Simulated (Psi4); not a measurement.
A dimer, CH3F ··· H3ClSi (SMILES CF and [SiH3]Cl); the first 5 atoms form monomer A.

```
10

C     -0.0660     0.0050    -0.0088
F      1.3072    -0.0981     0.1750
H     -0.5546    -0.0224     0.9660
H     -0.2838     0.9483    -0.5113
H     -0.4027    -0.8327    -0.6209
Si     0.3230     0.3677     4.0432
Cl    -1.4248    -0.6375     3.5910
H      1.4308    -0.2616     3.2983
H      0.5573     0.2681     5.4969
H      0.1681     1.7793     3.6415
```

What interaction energy does SAPT0/jun-cc-pVDZ, frozen core (Psi4) give, and which attractive term is the largest?

Total -0.53 kcal/mol: electrostatics -1.22, exchange 2.21, induction -0.35, dispersion -1.18. The most attractive term is electrostatics.
